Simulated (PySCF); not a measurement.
Species: C4H10NSSi (doublet state).
Cartesian coordinates in Å at the GFN2-xTB level; atoms count from 1:
```xyz
17
C4H10NSSi angstrom
C     -2.5436    1.1512    0.7701
C     -1.1729    0.6859    1.1366
C     -0.5163   -0.3576    0.6467
C     -0.9744   -1.3339   -0.3840
S      1.1015   -0.7041    1.3121
Si     2.2666   -0.2966   -0.4711
N      3.8520   -0.0295    0.1453
H     -3.2078    1.0519    1.6291
H     -2.5110    2.2062    0.4993
H     -2.9639    0.5926   -0.0607
H     -0.6848    1.2777    1.9002
H     -0.8936   -2.3453    0.0130
H     -0.3296   -1.2707   -1.2641
H     -2.0040   -1.1544   -0.6808
H      1.8135    0.9651   -1.0559
H      4.6267    0.0712   -0.4875
H      4.1346   -0.4976    0.9913
```

The hyperfine couplings belong to this conformer and change with its torsions.

Identity: `C/C=C(\C)S[SiH]N` [radical].

Computed, not measured: UKS B3LYP, pcH-1 on C H N S Si, non-relativistic, mean-field spin-orbit, GIAO in PySCF 2.14.0. Isolated species at its GFN2-xTB geometry (one conformer only). Couplings are sensitive to structure, and on GFN2-xTB geometries they can be far from those on DFT ones, by a factor of two or more for some ions and for spin on atoms past the first row. The SCF solution wasn't tested for stability.

(1) The isotropic 13C couplings are +5.1, -2.7 MHz. Assign them to C2; C3.

Answers

(1) 
| site | a_iso (MHz) | ρ(0) (bohr⁻³) | position | distance from Si6 (Å) | spin population | largest \|T\| (MHz) |
| --- | --- | --- | --- | --- | --- | --- |
| C2 | +5.1 | +0.0046 | 3 bonds from Si6 | 3.92 | +0.01 | 1.5 |
| C3 | -2.7 | -0.0025 | 2 bonds from Si6 | 3.00 | -0.01 | 0.7 |

ρ(0) is the spin density at the nucleus and T the dipolar tensor; a_iso includes a spin–orbit part; entries for several nuclei are means. The Mulliken spin populations are largest on Si6 (+0.67), N7 (+0.13), S5 (+0.10) and H15 (+0.10). Si6 is the only atom above +0.15. The angles at Si6 add up to 319.3°, so it is pyramidal.

Examples of negative spin density at the nucleus (bohr⁻³): H17 (-0.0026), C3 (-0.0025) and H16 (-0.0016).

Class means assume fast exchange of nuclei equivalent by connectivity; if that motion is slow, each nucleus keeps its own coupling. H16 and H17 aren't averaged: N7 is flat or nearly so (angle sum 350°), and its turn about the short N7–Si6 bond (1.72 Å) is taken as slow.

Time: 2.0 min wall (with the writing of density and orbital grids); peak memory 0.99 GiB. Hardware: one thread, Arm Neoverse V2 (aarch64), no GPU, shared host with 96 logical CPUs at a one-minute load of 83.
